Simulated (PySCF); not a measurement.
Zr(OMe)(H)3 (CH₆OZr), SMILES [O](C)[ZrH3], multiplicity 1.

Coordinates come from a B3LYP-D3(BJ)/def2-SVP optimisation. The multiplicity is an assumed one; no other spin state was optimised. The structure was generated by enumeration; whether it is a known compound was not checked. The def2 effective core potentials stand for the cores of Zr; spin–orbit coupling is left out.

Computed with PySCF with ωB97X/def2-TZVPD.

Symmetry labels are those of the subgroup Cs that the program uses (full group C3v).

Computed valence orbital energies around the gap with their symmetry:
```csv
orbital,symmetry,energy (eV)
HOMO−7,A',-16.07
HOMO−6,A',-15.82
HOMO−5,A",-15.82
HOMO−4,A',-11.76
HOMO−3,A",-11.76
HOMO−2,A',-11.22
HOMO−1,A',-10.47
HOMO,A",-10.47
LUMO,A',0.29
LUMO+1,A",0.29
LUMO+2,A',0.58
LUMO+3,A",1.38
```
